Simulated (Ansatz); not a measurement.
The Br1–F2 bond of BrF is stretched (multiplicity 1).


Cores are frozen in the correlated methods. Filled d and f shells under p-block atoms count as core.

Run with Ansatz (a quantum-chemistry and plane-wave program) with Gaussian orbitals. Values without a source in brackets are computed.

Energies above the point at 1.774 Å (the B3LYP-D3(BJ) bond length), FIC-MRCISD+Q on CASSCF(14,8)/cc-pVTZ (kcal/mol): 11.83 at 1.597 Å; 6.90 at 1.952 Å; 54.80 at 7.097 Å.

### Question
Take the last value as the depth D of a Morse curve D(1 − e^(−a(R − R₀)))², fit a and R₀ to the two near points, and test it at 2.395 and 3.105 Å.

### Answer

With D = 54.8, both near points (counted from the curve's value at 1.774 Å) are met by a = 2.32 Å⁻¹ and R₀ = 1.762 Å, so k = 2Da² = 589 kcal/(mol Å²). The curve then gives 32.4 and 50.0 kcal/mol; the level itself gives 36.5 and 53.1, so Morse is off by -4.1 and -3.1.
